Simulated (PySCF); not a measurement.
C3H12Si3.

```xyz
18

Si     2.9206     0.2437    -0.4836
C      1.5125    -0.5061     0.5573
C      0.1432     0.1636     0.3659
C     -0.4470     0.1380    -1.0823
Si    -2.3138     0.3841    -0.6630
Si    -1.4143    -0.5371     1.2930
H      2.7157    -0.0003    -1.9550
H      4.2424    -0.3615    -0.0882
H      2.9864     1.7327    -0.2586
H      1.4481    -1.5912     0.3191
H      1.8259    -0.4484     1.6228
H      0.2095     1.2300     0.6847
H     -0.3285    -0.8789    -1.5190
H      0.0266     0.8527    -1.7881
H     -3.3184    -0.3044    -1.5474
H     -2.6777     1.8411    -0.5417
H     -1.4034    -2.0462     1.2746
H     -1.6745    -0.0686     2.7014
```
Charge 0, spin multiplicity 1.

Geometry optimised at PBE-D3(BJ)/def2-SVP. The structure was generated by enumeration; whether it is a known compound was not checked. One conformer was computed; it need not be the lowest.

Calculation: PBE0/pcSseg-1 run with PySCF. Non-relativistic, no solvent.

**Question.** Give the absolute GIAO shielding of each atom: isotropic value and principal components (ppm). (The exact figures need the calculation; the answer reports its results.)

**Answer.** 
| atom | σ(iso) | σ11 | σ22 | σ33 | span |
|---|---|---|---|---|---|
| Si1 | 419.2 | 381.6 | 409.9 | 466.0 | 84.4 |
| C2 | 163.6 | 148.4 | 153.6 | 188.7 | 40.3 |
| C3 | 155.4 | 132.8 | 158.4 | 175.1 | 42.3 |
| C4 | 163.5 | 147.6 | 157.4 | 185.5 | 37.8 |
| Si5 | 414.7 | 373.6 | 413.6 | 457.1 | 83.5 |
| Si6 | 388.4 | 343.6 | 363.0 | 458.5 | 115.0 |
| H7 | 27.1 | 23.5 | 26.5 | 31.3 | 7.8 |
| H8 | 27.3 | 24.0 | 24.8 | 33.0 | 9.0 |
| H9 | 27.4 | 24.1 | 25.8 | 32.2 | 8.1 |
| H10 | 30.1 | 25.5 | 30.2 | 34.6 | 9.1 |
| H11 | 29.9 | 24.4 | 28.9 | 36.5 | 12.1 |
| H12 | 29.4 | 25.9 | 29.8 | 32.5 | 6.6 |
| H13 | 30.0 | 26.9 | 29.2 | 34.0 | 7.1 |
| H14 | 29.3 | 23.8 | 28.2 | 35.9 | 12.1 |
| H15 | 26.8 | 23.4 | 24.1 | 32.8 | 9.4 |
| H16 | 26.9 | 23.9 | 25.1 | 31.7 | 7.8 |
| H17 | 26.9 | 24.4 | 25.5 | 30.8 | 6.3 |
| H18 | 26.5 | 23.2 | 24.1 | 32.4 | 9.2 |
